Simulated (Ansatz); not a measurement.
Reaction (SMILES): CCS [ethanethiol] -> C[CH]S + H atom (the C-H bond at the site shown breaks; other sites are not compared here)
Geometries: B3LYP-D3(BJ)/def2-TZVP minima from Ansatz (a quantum-chemistry and plane-wave program), one conformer each, not searched for the lowest.

Property: bond dissociation energy (electronic energy difference), in kcal/mol. Valence correlation only, unless marked. Open shells are spin-unrestricted. No spin-orbit coupling. No relativistic terms. CBS marks a two-point X^-3 extrapolation of the correlation energy; Hartree-Fock from the larger set. The bracket is a focal-point correction in the basis named.

RI-MP2/CBS(cc-pV(T+d)Z,cc-pV(Q+d)Z)+[CCSD(T)-MP2]/cc-pV(T+d)Z (Ansatz) gives 101.9 kcal/mol.

Problem. Another calculation gave 104.8 kcal/mol. Which level was it?
A. PBE-QIDH/def2-TZVPD (Ansatz)
B. r2SCAN/def2-TZVPD (Ansatz)
C. SVWN5/def2-TZVPD (Ansatz)

Solution. C, SVWN5/def2-TZVPD (Ansatz). The others give 94.4 (r2SCAN), 97.7 (PBE-QIDH) kcal/mol.
